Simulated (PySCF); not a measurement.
# Simulated absorption spectrum

C4H14P2Si2.
Atom-mapped SMILES: `[CH3:1][C:2]([CH3:3])([CH3:4])[SiH:5]1[PH:6][SiH2:7][PH:8]1` (hydrogens: H9, H10, H11 on C1; H12, H13, H14 on C3; H15, H16, H17 on C4; H18 on Si5; H19 on P6; H20, H21 on Si7; H22 on P8)

Computed, not measured: TDDFT CAM-B3LYP/def2-SVPD, vertical, gas phase, core orbitals frozen in the response (PySCF 2.14.0, density-fitted response routines). Isolated species at its PBE0-D3(BJ)/def2-SVP geometry, gas phase.

Computed states:

| state | E (eV) | f |
| --- | --- | --- |
| S1 | 5.04 | 0.0002 |
| S2 | 5.15 | 0.0003 |
| S3 | 5.47 | 0.0076 |
| S4 | 5.72 | 0.0001 |
| S5 | 5.97 | 0.0040 |
| S6 | 6.29 | 0.0006 |
| S7 | 6.40 | 0.0086 |
| S8 | 6.47 | 0.0076 |
| S9 | 6.77 | 0.076 |
| S10 | 6.89 | 0.038 |

Broadening: Gaussians 0.25 eV wide at half height, area fixed by f = 4.319×10⁻⁹ ∫ε dν̃. The width is an assumption, not a result. The curve ends short of the highest state used, and states not computed would add to its high-energy end.

(1) Give the broadened spectrum and its maxima.

(2) On this curve, what absorbance would a 10⁻⁴ mol/L sample give at 254 nm over a 1 cm path?

(3) Coming from long wavelengths, where does ε first pass 100 L mol⁻¹ cm⁻¹?

(4) Does any computed singlet lie in the visible range?

Answers

(1) 
λ (nm), ε (L mol⁻¹ cm⁻¹) and a bar:
```
    197.2        800 ##############################
    200.2        264 ##########
    203.2        226 ########
    206.2        393 ###############
    209.1        406 ###############
    212.1        234 #########
    215.1        104 ####
    218.1        142 #####
    221.0        371 ##############
    224.0        698 ##########################
    227.0        812 ##############################
    230.0        600 ######################
    232.9        305 ###########
    235.9        118 ####
    238.9         57 ##
    241.9         47 ##
    244.8         42 ##
    247.8         31 #
    250.8         18 #
    253.8          8 
    256.7          3 
    259.7          1 
    262.7          0 
    265.7          0
```

Maxima: 226 nm (5.48 eV), ε about 820, made up of S3 (100%); 208 nm (5.97 eV), ε about 430, made up of S5 (100%) (ε in L mol⁻¹ cm⁻¹; maxima over ε = 5, shares over 10%). At its high-energy end, 6.29 eV, the curve is still rising (ε about 820, from S7 and S8).

(2) 254 nm is 4.881 eV, where ε is about 8 L mol⁻¹ cm⁻¹, so A = ε c l ≈ 0.0008 (Beer–Lambert, with the gas-phase spectrum and the assumed width).

(3) At about 236 nm (5.24 eV), 0.20 eV above S1.

(4) No computed singlet lies in the visible range (380 to 750 nm); the lowest, at 246 nm, stands 1.78 eV above its violet end (3.26 eV).

All these states lie below the vertical ionisation energy of 8.42 eV (ΔSCF).
